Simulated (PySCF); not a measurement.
C₂H₇NSi₂.
SMILES with atom numbers: `[NH2:1][SiH2:2][C:3]#[C:4][SiH3:5]` (hydrogens: H6, H7 on N1; H8, H9 on Si2; H10, H11, H12 on Si5)

The calculation used PBE0-D3(BJ)/def2-SVP geometry optimisation, gas phase (PySCF).

List the bond lengths and angles at this level.

| bond | length (Å) | order |
| --- | --- | --- |
| N1–Si2 | 1.725 | single |
| Si2–C3 | 1.851 | single |
| C3≡C4 | 1.226 | triple |
| C4–Si5 | 1.833 | single |
| N1–H6, N1–H7 | 1.014 | single |
| Si2–H8, Si2–H9 | 1.490 | single |
| Si5–H10, Si5–H11, Si5–H12 | 1.492 | single |

Bonds in one row agree within 0.01 Å and their mean is given. Orders are formal, as drawn. A selection of angles:
| angle | degrees |
| --- | --- |
| Si2–N1–H6 | 118.9 |
| H6–N1–H7 | 110.3 |
| N1–Si2–C3 | 115.0 |
| N1–Si2–H8 | 108.3 |
| C3–Si2–H8 | 106.9 |
| H8–Si2–H9 | 111.3 |
| Si2–C3–C4 | 178.9 |
| C3–C4–Si5 | 179.4 |
| C4–Si5–H10 | 109.7 |
| H10–Si5–H11 | 109.4 |

Si5 (SiH3 silicon) is tetrahedral (angles from 109.3° to 109.7°). Si2 (SiH2 silicon) is distorted tetrahedral (angles from 106.9° to 115.0°). N1 (silicon-bound nitrogen) has angles 118.9°, 118.9° and 110.3°, sum 348.2°, 0.24 Å off the plane of its three neighbours. The 5 heavy atoms lie in one plane (0.002 Å rms).

Point group: Cs (tolerance 0.08 Å). No PBE0-D3(BJ)/def2-SVP frequencies stand behind this structure, so it isn't proved a minimum. The numbers are those of one conformer (H–N1–Si2–C3 70° and -70°).
